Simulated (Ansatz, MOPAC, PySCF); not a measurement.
Ligands exchanged one at a time, Ga F-SiH3. Gas-phase values, no solvent. Strings in code marks are SMILES.

Quantity: vertical ionisation energy (energy after one electron is removed minus that of the parent at the parent's geometry), in eV.

Level 1: frozen-core MP2/cc-pVTZ // r2SCAN-D4/def2-TZVP (Ansatz, an electronic-structure program)
Level 2: minus the HOMO energy of B3LYP/6-31G* // r2SCAN-D4/def2-TZVP (PySCF)
Level 3: minus the HOMO energy of PM3 // r2SCAN-D4/def2-TZVP (MOPAC)
Level 4: minus the HOMO energy of PM7 // r2SCAN-D4/def2-TZVP (MOPAC)

| species | level 2 | level 3 | level 4 |
|---|---|---|---|
| `[F][Ga]([F])[SiH3]` | 8.73 | 10.17 | 11.96 |
| `[F][Ga]([SiH3])[SiH3]` | 7.10 | 8.09 | 9.61 |

**Question.** What does level 1 give for each?

**Answer.** 
- `[F][Ga]([F])[SiH3]`: 11.43
- `[F][Ga]([SiH3])[SiH3]`: 9.46
